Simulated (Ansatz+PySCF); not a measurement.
Results of a calculation; reference values are marked as such.
A run of PySCF 2.14.0 on singlet H₆ at this shape:

```json
{"atom": "H", "x (Å)": "0.0000", "y (Å)": "0.0000", "z (Å)": "0.0000"}
{"atom": "H", "x (Å)": "0.0000", "y (Å)": "0.0000", "z (Å)": "1.0000"}
{"atom": "H", "x (Å)": "0.0000", "y (Å)": "0.0000", "z (Å)": "2.0000"}
{"atom": "H", "x (Å)": "0.0000", "y (Å)": "0.0000", "z (Å)": "3.0000"}
{"atom": "H", "x (Å)": "0.0000", "y (Å)": "0.0000", "z (Å)": "4.0000"}
{"atom": "H", "x (Å)": "0.0000", "y (Å)": "0.0000", "z (Å)": "5.0000"}
```

Its results:

```
Converged                       : yes
Total energy                    : -3.38630 hartree
Spin squared of the determinant : 0.000
Cycles                          : 7
```

(1) Which input gives this output? Name the method, the orbitals and the basis set, and write the input.

Answers

(1) ωB97X (restricted) in cc-pVDZ. An unrestricted run that stays on the closed shell gives the same numbers.

```python
from pyscf import gto, dft

mol = gto.M(atom="""
H 0.000000 0.000000 0.000000
H 0.000000 0.000000 1.000000
H 0.000000 0.000000 2.000000
H 0.000000 0.000000 3.000000
H 0.000000 0.000000 4.000000
H 0.000000 0.000000 5.000000
""", basis='cc-pvdz', charge=0, spin=0)
mf = dft.RKS(mol, xc='wb97x')
mf.kernel()
print(mf.converged, mf.e_tot, mf.spin_square()[0])
```
